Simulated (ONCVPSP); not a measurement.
# Configuration tests for cerium (Ce) (ONCV)

Ce (Z = 58), optimised norm-conserving Vanderbilt (ONCV), made with ONCVPSP 4.0.1 (PBEsol, scalar-relativistic). Core [Kr] 4d10, reference 4f1 5s2 5p6 5d2 6s1. Waves: 5s+6s: rc 2.20 bohr, ncon 4, nbas 7, qcut 6 1/bohr, 2 projectors; 5p: rc 2.95 bohr, ncon 4, nbas 9, qcut 3.7 1/bohr, 2 projectors, debl 0.5 Ha; 5d: rc 3.90 bohr, ncon 4, nbas 9, qcut 4.9 1/bohr, 1 projector; 4f: rc 0.90 bohr, ncon 3, nbas 7, qcut 10.7 1/bohr, 2 projectors, debl 0.8 Ha. Local part: polynomial inside 0.65 bohr (lpopt 5, dvloc0 0 Ha). Core correction: Teter function, fcfact 5.25, rcfact 1.2.

In the p channel the program set the typed energies aside and used -0.799, 0.250 Ha.

Energies are relative to the spin-unpolarised reference configuration 4f1 5s2 5p6 5d2 6s1; without spin polarisation the order of configurations can differ from experiment. Not all tests gave a result: 1 of 4 tests not solved or not reliable.

```csv
valence configuration,charge,ΔE all-electron (eV),error AE − PS (meV)
4f1 5s2 5p6 5d1 6s2,0,-0.906,+0.9
4f1 5s2 5p6 5d1 6s1,+1,5.197,+0.5
4f1 5s2 5p6 5d1 6s0,+2,16.235,-0.8
```

Note: ghosts flagged at negative energy: s at -868.8 eV, p at -329.6 eV, d at -114.9 eV; GHOST(+) flagged for s at 30.8 eV. A true bound ghost makes a file unfit for plane-wave use.
